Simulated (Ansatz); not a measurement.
CH4GeOS, SMILES `O[CH]1[S][GeH2]1`, relaxed with RKS PBE-D4/def2-SVP in Ansatz 0.2.0 from a rough embedded geometry. The force threshold is 0.03 eV/Å; the program also tests the step.

The species carries charge 0 and has multiplicity 1.

Start:

```xyz
8

O     0.296    1.132   -1.145
C    -0.083   -0.143   -0.759
S     1.335   -1.208   -0.585
Ge   -0.002   -0.297    1.181
H    -0.513    1.705   -1.123
H    -0.981   -0.607   -1.262
H    -0.852   -1.399    1.812
H     0.800    0.818    1.880
```

```csv
step,energy (eV),largest force (eV/Å),largest move (Å)
1,-70472.1441,1.400,0.000
2,-70472.4272,0.568,0.195
3,-70472.4565,0.403,0.066
4 (rejected),-70472.4229,0.928,0.157
5,-70472.4633,0.226,0.079
6,-70472.4643,0.060,0.016
7,-70472.4648,0.016,0.011
```

End:

```xyz
8

O     0.276    1.191   -1.281
C    -0.114   -0.040   -0.763
S     1.290   -1.201   -0.490
Ge    0.045   -0.388    1.188
H    -0.531    1.732   -1.377
H    -0.969   -0.515   -1.288
H    -0.771   -1.449    1.966
H     0.774    0.669    2.045
```

Hardware: 4 threads of an Arm Neoverse V1 on a shared host. Wall time 8.5 s, peak host memory 0.15 GiB.
